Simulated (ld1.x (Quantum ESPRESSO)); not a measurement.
**Which change was made? (La, TM)**

ld1.x (Quantum ESPRESSO) 7.5 input, shortened:

```
&input
   title='La', zed=57., rel=1, dft='PBE', iswitch=3,
   config='[Xe] 4f0 5d1 6s2 6p0'
 /
 &inputp
   pseudotype=2, tm=.true., lloc=1,
   nlcc=.true., new_core_ps=.true., rcore=0.80
 /
4
6S  1  0   2.00   0.00  3.85  3.85  0.0
5D  3  2   1.00   0.00  3.95  3.95  0.0
4F  4  3   0.00   0.00  0.85  0.85  0.0
5P  2  1   6.00   0.00  2.45  2.45  0.0
 &test
   configts(1)='4f0 5p6 5d1 6s2 6p0'
 /
```

Cutoffs, loose and tight: the cutoffs (Ry, on a coarse ladder) from which the occupation-weighted sum of valence levels, in a spherical-Bessel basis at the reference potential, stays within 10 and 1 mRy of its value at 400 Ry. They do not see the model core or the augmentation charge, which bear on the density cutoff. Test errors are all-electron minus pseudo excitation energies from the reference, over the configurations 4f0 5p6 5d1 6s1 6p0; 4f0 5p6 5d1 6s0 6p0; 4f0 5p6 5d0 6s0 6p0; 4f0 5p6 5d1 6s1 6p1; 4f0 5p6 5d1.5 6s1.5 6p0; 4f0 5p6 5d0 6s2 6p1; 4f0 5p6 5d1 6s0 6p1; variants that change the core or the reference have their own tests. The largest error is taken over the tests solved by every variant that gives reliable tests at all, those not shown here included: 4f0 5p6 5d0 6s0 6p0; 4f0 5p6 5d1 6s0 6p0; 4f0 5p6 5d1 6s1 6p0.

The base gives: outcome: generated; cutoff, loose: 18 Ry; cutoff, tight: 30 Ry; bound ghosts: s; largest test error (meV): +64.

Q: After one change the result is: outcome: generated; cutoff, loose: 40 Ry; cutoff, tight: 55 Ry; bound ghosts: s; largest test error (meV): -36. Which change was it?
A. all radii but the core radius scaled by about 0.84 (s 3.22, p 2.06, d 3.32, f 0.72 bohr)
B. all radii but the core radius scaled by about 1.08 (s 4.14, p 2.64, d 4.26, f 0.92 bohr)
C. all radii but the core radius scaled by about 1.32 (s 5.06, p 3.22, d 5.20, f 1.12 bohr)
D. all radii but the core radius scaled by about 0.76 (s 2.94, p 1.88, d 3.02, f 0.64 bohr)

A: D. The others give: all radii but the core radius scaled by about 1.32 (s 5.06, p 3.22, d 5.20, f 1.12 bohr) → outcome: generated; cutoff, loose: 12 Ry; cutoff, tight: 18 Ry; bound ghosts: s; largest test error (meV): -96 | all radii but the core radius scaled by about 0.84 (s 3.22, p 2.06, d 3.32, f 0.72 bohr) → outcome: generated; cutoff, loose: 25 Ry; cutoff, tight: 50 Ry; bound ghosts: s; largest test error (meV): +23 | all radii but the core radius scaled by about 1.08 (s 4.14, p 2.64, d 4.26, f 0.92 bohr) → outcome: generated; cutoff, loose: 15 Ry; cutoff, tight: 21 Ry; bound ghosts: s; largest test error (meV): +74.
